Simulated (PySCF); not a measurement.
C₄H₈OSi, SMILES C([SiH2]CCO)#C. The structure is a stationary point at PBE-D3(BJ)/def2-SVP. The structure was generated by enumeration, and PubChem lists no compound with its InChIKey, so it may never have been made. Other conformers were not sampled.

Computed equilibrium geometry at PBE-D3(BJ)/def2-SVP (PySCF confirms it by a frequency run) as a Z-matrix (one conformer of several):
```
C
H 1 1.1115
H 1 1.1142 2 105.97
C 1 1.5324 2 110.62 3 -120.28
H 4 1.1101 1 109.39 2 -52.95
H 4 1.1182 5 106.84 1 -119.39
O 4 1.4197 5 105.57 6 -119.03
H 7 0.9754 4 107.32 5 -179.24
Si 1 1.9024 2 108.66 3 115.37
H 9 1.5018 1 112.38 2 -165.81
H 9 1.5057 10 107.73 1 -120.10
C 9 1.8410 10 109.55 11 -117.79
C 12 1.2289 11 149.09 9 -176.86
H 13 1.0823 5 123.12 4 -163.80
```
